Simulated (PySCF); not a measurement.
H2S2, SMILES SS.

Coordinates come from a PBE0-D3(BJ)/def2-TZVP optimisation.

Calculation: TDDFT-PBE/def2-TZVPD (PySCF 2.14.0).

Vertical excitations. Gas-phase values at a fixed geometry. State labels are in the subgroup C2.

| state | symmetry | energy (eV) | λ (nm) | f | main pairs |
|---|---|---|---|---|---|
| S1 | A | 4.55 | 273 | 0.005 | HOMO−1→LUMO 99 % |
| S2 | B | 4.56 | 272 | 0.011 | HOMO→LUMO 99 % |
| S3 | A | 5.49 | 226 | 0.004 | HOMO→LUMO+1 100 % |
| S4 | B | 5.53 | 224 | 0.015 | HOMO−1→LUMO+1 99 % |
| S5 | A | 6.05 | 205 | 0.010 | HOMO−1→LUMO+2 98 % |
| S6 | B | 6.05 | 205 | 0.023 | HOMO→LUMO+2 96 % |
| S7 | A | 7.08 | 175 | 0.002 | HOMO→LUMO+3 98 % |
| S8 | B | 7.09 | 175 | 0.016 | HOMO−1→LUMO+3 81 %, HOMO→LUMO+4 18 % |
| S9 | B | 7.13 | 174 | 0.072 | HOMO→LUMO+4 76 %, HOMO−1→LUMO+3 16 % |
| S10 | A | 7.16 | 173 | 0.001 | HOMO−1→LUMO+4 98 % |
| T1 | B | 3.90 | 318 | 0 | HOMO→LUMO 99 % |
| T2 | A | 3.94 | 315 | 0 | HOMO−1→LUMO 100 % |
| T3 | A | 5.20 | 239 | 0 | HOMO→LUMO+1 99 % |
| T4 | B | 5.21 | 238 | 0 | HOMO−1→LUMO+1 99 % |
Triplets are in the Tamm–Dancoff approximation, which puts them higher than full response would, so one can lie above its singlet here.
